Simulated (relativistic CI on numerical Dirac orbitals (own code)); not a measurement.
**One change at a time: Ne7+**

Base calculation: Dirac-Coulomb-Breit CI, KLI orbitals optimised for each configuration, a model potential for QED, unscaled Slater integrals.

CI space (outside the closed core 1s2): 2s, 2p, 3s, 3p, 3d, 4s, 4p, 4f, 4d, 5s, 5p, 5g, 5f, 5d. Levels of other configurations are missing.

Variants: (1) Breit term removed. Shifts of the energy above 2s 2S_1/2, in cm⁻¹, for the lowest level and the first level of each name with at least 55 % of one term (blank where a level changes its place among those of its configuration and J or its character, or is not in the variant):

```
     Level     Base  Δ(1)
 2s 2S_1/2        0     0
2p 2P°_1/2   129091  -141
2p 2P°_3/2   130717   +52
 3s 2S_1/2  1098963  +141
3p 2P°_1/2  1134240   +95
3p 2P°_3/2  1134712  +154
 3d 2D_3/2  1146198  +191
 3d 2D_5/2  1146345  +193
 4s 2S_1/2  1468443  +172
4p 2P°_1/2  1482879  +152
4p 2P°_3/2  1483076  +177
 4d 2D_3/2  1487851  +192
 4d 2D_5/2  1487912  +193
4f 2F°_5/2  1488094  +193
```

At this charge configurations can still be misplaced by up to about 7 % of their energy.

Ionisation energy from the two ground configurations alone: base 238.928 eV. The NIST ASD value (semi-empirical) is 239.097 eV.
